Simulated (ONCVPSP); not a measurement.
# lanthanum (La): one change to an ONCV potential, before and after

- Element: lanthanum
- Generator: ONCVPSP 4.0.1
- Type: optimised norm-conserving Vanderbilt (ONCV)
- Functional: LDA (Perdew-Zunger)
- Relativity: scalar-relativistic
- Frozen core: [Kr] 4d10
- Valence charge: 11
- Reference configuration: 5s2 5p6 5d1 6s2
- Partial waves: 5s+6s: rc 2.55 bohr, ncon 5, nbas 9, qcut 4.4 1/bohr, 2 projectors; 5p: rc 2.30 bohr, ncon 4, nbas 7, qcut 7 1/bohr, 3 projectors, debl 1.8 Ha; 5d: rc 3.50 bohr, ncon 4, nbas 9, qcut 5 1/bohr, 2 projectors, debl 3.2 Ha; f scattering state at 0.18 Ha: rc 3.80 bohr, ncon 4, nbas 7, qcut 2.6 1/bohr, 2 projectors, debl 2.8 Ha
- Local potential: polynomial inside 1.75 bohr (lpopt 5, dvloc0 0 Ha)
- Core correction: Teter function, fcfact 2, rcfact 1.4

In the f channel the program set the typed energies aside and used -0.168, 2.632 Ha.

Change: s: qcut 3.5; p: qcut 5.6; d: qcut 4; f: qcut 2.1.

Cutoffs: the cutoffs (Ha) at which the residual kinetic energy of the hardest occupied pseudo-wave falls to 1 and 0.1 mHa per electron; they do not see the model core or the augmentation charge, which bear on the density cutoff. Errors are all-electron minus pseudo energies relative to the spin-unpolarised reference configuration.

How do hardness, ghosts and transferability respond?

The potential gets neither clearly harder nor softer (13 Ha and 16 Ha → 10 Ha and 32 Ha); of the 4 tests that both files solve, the error grows in 4 and shrinks in 0 by more than 15 % and 0.3 meV (median size 4.2 → 10.0 meV); neither file shows a bound ghost.

```csv
quantity,base,changed
"cutoff, loose",13 Ha,10 Ha
"cutoff, tight",16 Ha,32 Ha
loose cutoff by channel,"s 7.9 Ha, p 13 Ha, d 6.0 Ha","s 8.3 Ha, p 10 Ha, d 5.2 Ha"
bound ghosts,none,none
GHOST(+) flags under 300 eV,"s at 62.1 eV, f at 78.2 eV, f at 230.7 eV, p at 288.9 eV","s at 54.3 eV, f at 77.9 eV, f at 223.1 eV, d at 272.1 eV"
"error for 5s2 5p6 5d1 6s1, meV [ΔE 6.16 eV]",-1.4,-2.1
"error for 5s2 5p6 5d1 6s0, meV [ΔE 17.31 eV]",-6.2,-11
"error for 5s2 5p6 5d0 6s0, meV [ΔE 36.42 eV]",-2.1,+9.3
"error for 5s1 5p6 5d1 6s2, meV [ΔE 44.20 eV]",-125,-211
s: phases at 2.58 bohr within 0.05 rad from the reference energy up to (Ha; the scan ends near 5),2.1,1.7
p: phases at 2.33 bohr within 0.05 rad from the reference energy up to (Ha; the scan ends near 5),to the end of the scan,to the end of the scan
d: phases at 3.54 bohr within 0.05 rad from the reference energy up to (Ha; the scan ends near 5),0.7,0.6
f: phases at 3.85 bohr within 0.05 rad from the reference energy up to (Ha; the scan ends near 5),-0.2,-0.1
"rms error of d²Exc/dni dnj with the model core, mHa",1.20,1.19
```
